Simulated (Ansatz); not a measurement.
C₃H₇ClO₂Si (`C=C[Si](O)(Cl)OC`), relaxed with RKS PBE0-D4/def2-TZVP in Ansatz 0.2.0 from a GFN2-xTB geometry. The force threshold is 0.005 eV/Å; the program also tests the step.

The species carries charge 0 and has multiplicity 1.

Start:

```xyz
14

C    -0.174   -1.344    2.033
C     0.552   -1.158    0.941
Si   -0.097   -0.552   -0.718
O     0.542   -1.510   -1.852
Cl   -2.125   -0.623   -0.733
O     0.364    0.954   -1.129
C    -0.009    2.175   -0.552
H     0.258   -1.687    2.960
H    -1.238   -1.171    2.044
H     1.615   -1.359    0.988
H     0.613   -1.220   -2.759
H     0.442    2.283    0.436
H     0.349    2.971   -1.205
H    -1.094    2.242   -0.455
```

(1) How much energy does the relaxation release, and in how many steps? (Best estimate.)

(2) Which bonds change most? (Estimate.)

(3) Give the relaxed structure. (Estimate.)

## Answers

(1) The calculation gave: 0.06 eV, in 19 steps, 1 of them rejected.

(2) Computed: C2–Si3 from 1.882 to 1.840 Å; Si3–Cl5 from 2.030 to 2.065 Å; O6–C7 from 1.401 to 1.411 Å; Si3–O4 from 1.616 to 1.624 Å.

(3) The calculation gave: 
```xyz
14

C    -0.160   -1.299    1.982
C     0.593   -1.080    0.909
Si   -0.047   -0.560   -0.737
O     0.540   -1.575   -1.861
Cl   -2.111   -0.602   -0.704
O     0.405    0.947   -1.156
C    -0.008    2.131   -0.508
H     0.271   -1.580    2.939
H    -1.241   -1.211    1.946
H     1.673   -1.188    1.002
H     0.419   -1.340   -2.782
H     0.251    2.114    0.556
H     0.504    2.970   -0.981
H    -1.089    2.274   -0.605
```
